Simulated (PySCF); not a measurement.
C7H2F4N2O2, SMILES Fc1ccc(-c2nnc(C(F)(F)F)o2)o1. Heavy atoms are numbered as in [F:1][c:2]1[cH:3][cH:4][c:5](-[c:6]2[n:7][n:8][c:9]([C:10]([F:11])([F:12])[F:13])[o:14]2)[o:15]1. Hydrogens are named by the atom that carries them.

Geometry: B3LYP-D3(BJ)/def2-SVP. This is a generated structure with no PubChem entry under its InChIKey; it may be hypothetical. One conformer was computed; it need not be the lowest.

These are HF/pcSseg-1 in PySCF values and carry that method's errors.

GIAO shieldings, no solvent; atoms alike by connectivity are averaged. δ = σ(ref) − σ: ¹⁹F against CFCl3 (σ = 238.5 ppm); ¹³C against TMS (σ = 192.6 ppm); ¹⁵N against NH3 (σ = 267.3 ppm); ¹⁷O against H2O (σ = 333.0 ppm); ¹H against TMS (σ = 31.99 ppm), references at their B3LYP-D3(BJ)/def2-TZVP geometries, non-relativistic.

```
nucleus    atoms  count  δ (ppm)
-------  -------  -----  -------
¹⁹F          F11      3    -53.5
¹⁹F           F1      1    -78.0
¹³C           C6      1    172.6
¹³C           C2      1    170.5
¹³C           C9      1    165.1
¹³C      C4 (CH)      1    135.6
¹³C           C5      1    135.3
¹³C          C10      1    108.6
¹³C      C3 (CH)      1     90.3
¹⁵N           N8      1    383.2
¹⁵N           N7      1    339.1
¹⁷O          O14      1    280.8
¹⁷O          O15      1    253.4
¹H       H on C4      1     8.59
¹H       H on C3      1     6.38
```
